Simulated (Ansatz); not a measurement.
Reaction (substitution at a C–S bond): `CCSc1ccccc1` + CH₃NH₂ → ethylmethylamine + `Sc1ccccc1`

Isolated molecules relaxed with PBE0-D4/def2-TZVP in Ansatz; ΔE leaves out vibrations. CCSD(T)/CBS is the MP2 limit (def2-TZVPP, def2-QZVPP) plus CCSD(T) − MP2 in def2-TZVPP, frozen cores. DFT in def2-TZVPP. One conformer a species, not always the lowest.

| species | r2SCAN0-D4 energy (Eh) |
| --- | --- |
| `CCSc1ccccc1` | -708.94894 |
| CH₃NH₂ | -95.82643 |
| `CCNC` | -174.42169 |
| `Sc1ccccc1` | -630.34649 |

Q: Work out ΔE.

A: ΔE = (-174.42169) + (-630.34649) − (-708.94894) − (-95.82643) = 0.00719 Eh = +18.9 kJ/mol. CCSD(T)/CBS gives +21.2 kJ/mol.

Largest T1 diagnostic among the species: 0.011.

In def2-TZVPP, CCSD(T) changes the Hartree–Fock value by +13.2 kJ/mol (the triples alone add +3.3 kJ/mol) and MP2 by +19.5 kJ/mol. The D4 term adds +7.9 kJ/mol with B3LYP and +4.8 kJ/mol with PBE0; it sums over pairs of atoms, weighted by their polarisabilities, and B3LYP, whose exchange is more repulsive, gets the larger term.

B3LYP here is the variant with VWN-RPA as its local correlation; programs differ in this.
